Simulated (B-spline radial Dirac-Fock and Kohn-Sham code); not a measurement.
**Two-hole binding energies of Sm**

System: the Sm atom, configuration [Xe] 4f6 6s2.

The computed values come from a B-spline atomic structure program: multi-electron Dirac-Fock with separately optimised hole states, Breit and Lamb-shift corrections added in first order. U is the two-hole binding energy less the two single-hole energies, the effective repulsion of the holes after relaxation. Each two-hole energy is an average over J within one jj subconfiguration.

```tsv
holes	E(a) (eV)	E(b) (eV)	E(ab) (eV)	U (eV)
1s⁻¹ 2p1/2⁻¹	46836.4	7315.8	54458.6	306.3
1s⁻¹ 2p3/2⁻¹	46836.4	6720.1	53823.9	267.4
1s⁻¹ 3d5/2⁻¹	46836.4	1084.2	47993.6	73.0
2p1/2⁻¹ 2p3/2⁻¹	7315.8	6720.1	?	?
2p3/2⁻²	6720.1	6720.1	13625.2	185.1
2s⁻¹ 3p3/2⁻¹	7745.6	1425.6	9236.8	65.5
2s⁻¹ 3d3/2⁻¹	7745.6	1110.1	8929.4	73.6
2s⁻¹ 3d5/2⁻¹	7745.6	1084.2	8901.7	71.9
2p1/2⁻¹ 3p3/2⁻¹	7315.8	1425.6	8810.2	68.8
2p3/2⁻¹ 3d5/2⁻¹	6720.1	1084.2	7875.6	71.3
3p1/2⁻¹ 3p3/2⁻¹	1548.4	1425.6	3020.7	46.7
3p3/2⁻²	1425.6	1425.6	2898.2	46.9
5p1/2⁻²	29.59	29.59	70.93	11.8
5p1/2⁻¹ 5p3/2⁻¹	29.59	26.06	66.35	10.7
```

Task: Give the missing two-hole energy and U.

Result: E(ab) = 14224.4 eV and U = 188.5 eV.
